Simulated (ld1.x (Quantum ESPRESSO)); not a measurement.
**cadmium (Cd): one change to an ultrasoft potential, before and after**

```
Element                 : cadmium (Cd)
Generator               : ld1.x (Quantum ESPRESSO) 7.5
Type                    : ultrasoft
Functional              : LDA (PZ)
Relativity              : non-relativistic
Frozen core             : [Kr]
Valence charge          : 12
Reference configuration : 4d10 5s0.5 5p0 (charge +1.5)
Partial waves           : 5s (bound): rcut 1.70, rcutus 2.20 bohr; 5s channel at 2.75 Ry: rcut 1.70, rcutus 2.20 bohr; 5p (bound, empty): rcut 2.45, rcutus 2.70 bohr; 5p channel at 0.9 Ry: rcut 2.45, rcutus 2.70 bohr; 4d (bound): rcut 1.50, rcutus 1.95 bohr; 4d channel at -0.85 Ry: rcut 1.50, rcutus 1.95 bohr
Local potential         : all-electron potential smoothed inside 2.00 bohr (lloc = -2)
Core correction         : Bessel-smoothed model core, default radius (core density twice the valence density)
Augmentation charge     : PSQ, inside the norm-conserving radii
```

Change: functional Wu–Cohen.

Cutoffs: the cutoffs (Ry, on a coarse ladder) from which the occupation-weighted sum of valence levels, in a spherical-Bessel basis at the reference potential, stays within 10 and 1 mRy of its value at 400 Ry; they do not see the model core or the augmentation charge, which bear on the density cutoff. Errors are all-electron minus pseudo energies relative to the spin-unpolarised reference configuration.

Q: How do hardness, ghosts and transferability respond?

A: The potential gets neither clearly harder nor softer (30 Ry and 50 Ry → 30 Ry and 50 Ry); the d channel sets the loose cutoff, while the largest relative change is in s, which becomes harder; the number of tests that count goes from 8 to 6; of the 6 tests that both files solve, the error grows in 2 and shrinks in 2 by more than 15 % and 0.3 meV (median size 0.9 → 0.6 meV); neither file shows a bound ghost at the reference potential, the only one tested.

| quantity | base | changed |
| --- | --- | --- |
| cutoff, loose | 30 Ry | 30 Ry |
| cutoff, tight | 50 Ry | 50 Ry |
| loose cutoff by channel (10 mRy a level) | s 6 Ry, d 21 Ry | s 8 Ry, d 21 Ry |
| bound ghosts | none | none |
| tests counted (converged, no solver errors) | 8 of 9 | 6 of 7 |
| error for 4d10 5s2 5p0, meV [ΔE -16.41 → -15.88 eV] | -1.0 | -1.6 |
| error for 4d10 5s1 5p0, meV [ΔE -7.33 → -7.12 eV] | -0.3 | -0.4 |
| error for 4d10 5s0 5p0, meV [ΔE 9.30 → 9.08 eV] | -0.5 | -0.8 |
| error for 4d10 5s0 5p2, meV [ΔE -7.63 → -7.19 eV] | -1.9 | -0.3 |
| error for 4d9 5s2 5p1, meV [ΔE -2.91 → -2.33 eV] | -71 | -75 |
| error for 4d10 5s0 5p1, meV [ΔE -2.10 → -1.91 eV] | -0.8 | -0.2 |
| s: phases at 2.96 bohr within 0.05 rad from the reference energy up to (Ry; the scan ends near 5) | to the end of the scan | to the end of the scan |
| p: phases at 2.96 bohr within 0.05 rad from the reference energy up to (Ry; the scan ends near 5) | 3.0 | 3.1 |
| d: phases at 2.96 bohr within 0.05 rad from the reference energy up to (Ry; the scan ends near 5) | to the end of the scan | to the end of the scan |
| lowest overlap eigenvalue by channel | s 0.70, p 0.55, d 0.31 | s 0.69, p 0.55, d 0.32 |

Base: Tests not counted: 4d8 5s0 5p0 (solver errors, printed error -676 eV). Changed file: Tests not counted: 4d8 5s0 5p0 (solver errors, printed error -677 eV).
